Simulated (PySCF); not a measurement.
# Polarisability and C₆ of V²⁺ (vanadium, charge +2)

[Ar] 3d3, high-spin 4F determinant. All numbers are calculated (PySCF 2.14, no relativity, point nucleus, in def2-TZVPPD). Coupled (time-dependent) response in atomic units; α is the mean over directions.

```tsv
method	mean α (bohr³)	C₆ (like pair)	S(−4)
r2SCANh	4.208	12.71	12.54
```

S(−4) is the Cauchy moment in α(ω) = α(0) + S(−4) ω² + …

α(iu) at r2SCANh:

| u (hartree) | α(iu) (bohr³) |
| --- | --- |
| 0 | 4.208 |
| 0.0500 | 4.177 |
| 0.100 | 4.089 |
| 0.200 | 3.803 |
| 0.300 | 3.471 |
| 0.500 | 2.899 |
| 0.750 | 2.394 |
| 1.00 | 2.022 |
| 1.50 | 1.477 |
| 2.00 | 1.105 |
| 3.00 | 0.6656 |
| 5.00 | 0.3092 |

For an ion, C₆ is the dispersion term alone; charge-induced terms of lower order in 1/R come first.
